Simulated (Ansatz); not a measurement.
**Which method gave which barrier?**

Saddle point of SiH$_{4}$Cl$_{2}$O, singlet (SiH₂Cl₂O ([OH][SiH]([Cl])[Cl]) + H₂ → SiH₂Cl₂ ([Cl][SiH2][Cl]) + H₂O; bonds formed: Si1–H7, O2–H6; bonds broken: Si1–O2, H6–H7), PBE0-D4/def2-TZVP structure:

```
8
angstrom
Si -0.3419 -0.1841 -0.3998
O 1.0611 0.7329 0.3364
Cl -0.0449 -1.8796 -1.5351
Cl -2.1585 0.0586 0.5551
H -0.5096 0.7992 -1.4925
H 0.8152 -0.1474 1.0439
H 0.2003 -1.0499 0.9358
H 0.9783 1.6701 0.5563
```

Ansatz 0.2.0; basis: def2-TZVPP, with def2-QZVPP for the basis limit; cores frozen in the correlated methods. Extrapolation: Hartree–Fock as exp(−7.88 √X), correlation as X^−2.97. Four methods, as single points on the PBE0-D4 structures, gave these electronic barriers from the start structure: 226.4, 235.0, 247.9, 309.2 kJ/mol.

(1) The methods were, in alphabetical order, BLYP-D4, CCSD(T), HF, r2SCAN-D4. Which gave which? (Judge from chemistry; the calculation decides.)

T1 diagnostic: at most 0.011.

Results:

(1) Computed: r2SCAN-D4 226.4; BLYP-D4 235.0; CCSD(T) 247.9; HF 309.2 kJ/mol. For comparison, CCSD(T) at an estimated basis limit (MP2 extrapolated from triple and quadruple zeta, plus CCSD(T) − MP2 in triple zeta) gives 247.5 kJ/mol.

Labels in which every atom is bracketed show which atoms are joined, not bond orders.

For scale, one of the runs: CCSD(T)/def2-TZVPP, 213 basis functions, launched by `ansatz run in.yaml --threads 4 --pin off --events-out ev --progress --plain --max-ram 9574MiB`. Time: 54 s of wall clock on 4 CPU threads of an Arm Neoverse V2; the host was shared. Peak host memory: 2.8 GiB.
